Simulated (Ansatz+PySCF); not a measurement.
**singlet Cu₂: levels of theory in one basis**

```xyz
2

Cu    0.0000    0.0000   -1.0269
Cu    0.0000    0.0000    1.0269
```

Basis set: def2-SVP (spherical functions). Frozen core: 10 orbitals. Charge 0, multiplicity 1.

Computed with Ansatz (development build ahead of 0.2.0); each method stands on the lowest determinant of its kind that the runs found. NEVPT2 correlates all electrons. Active spaces start from the frontier orbitals, and the lowest solution found is given.

```csv
method,E − E(RHF) (eV),<S²> of the determinant
RHF,0.00,0.00
RHF-MP2,-20.80,–
RHF-CCSD,-18.69,–
RHF-CCSD(T),-19.65,–
"CASSCF(2,2)",-0.23,–
```

(1) What does SC-NEVPT2(2,2) give on the same scale?

(2) Is a single determinant a sound starting point here?

Results:

(1) -20.97 eV. NEVPT2 here correlates all electrons, so it doesn't share the others' frozen core.

(2) By this sign, yes. Unrestricted orbitals gain 0.00 eV and <S²> is 0.00 against 0.00 for a pure state. The CASSCF(2,2) natural occupations are 1.94, 0.06.
